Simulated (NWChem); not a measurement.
Species: AlSiH5O2; SMILES [Al]([SiH3])([OH])[OH]

```xyz
9

Al    -0.0004     0.5556     0.0060
O     -1.5202     1.3591    -0.0010
H     -1.6697     2.3167    -0.0169
O      1.5241     1.3498    -0.0010
H      1.6811     2.3061    -0.0175
Si    -0.0025    -1.8750     0.0002
H      1.1479    -2.4288     0.8008
H      0.1311    -2.4089    -1.4049
H     -1.2812    -2.4283     0.5736
```
Atoms are numbered in this order, from 1.

Program: NWChem. Medium grid unless said otherwise, to which SCAN and Minnesota functionals are sensitive. Structure relaxed at the PBE-D3(BJ)/def2-SVP level. Hybrids' shares of exact exchange are those that their runs print; pure functionals count as 0. The functionals differ in more than this share.

```csv
row,share of exact exchange,highest occupied level (eV)
PBE/def2-SVP,0.00,-6.86
revPBE/def2-SVP,0.00,-6.83
TPSSh/def2-SVP,0.10,withheld
B3LYP/def2-SVP,0.20,-7.77
B3PW91/def2-SVP,0.20,-7.83
M06-2X/def2-SVP,0.54,-9.01
```

**Question.** Fit a straight line of the last column on the one before it, predict the withheld value, and compare with the run.

**Answer.** 
1. Means of the 5 shown rows: x = 0.188, y = -7.660. Slope Σ(x − x̄)(y − ȳ)/Σ(x − x̄)² = -0.7850/0.1949 = -4.028; intercept -6.903.
2. The shown rows scatter about the line by 0.078 (root mean square); the largest residual is -0.12, at B3PW91/def2-SVP.
3. At x = 0.10 (TPSSh/def2-SVP; inside the shown range) the line gives -7.31.
4. The run gives -7.47, -0.16 from the line, 2.1 times the scatter.
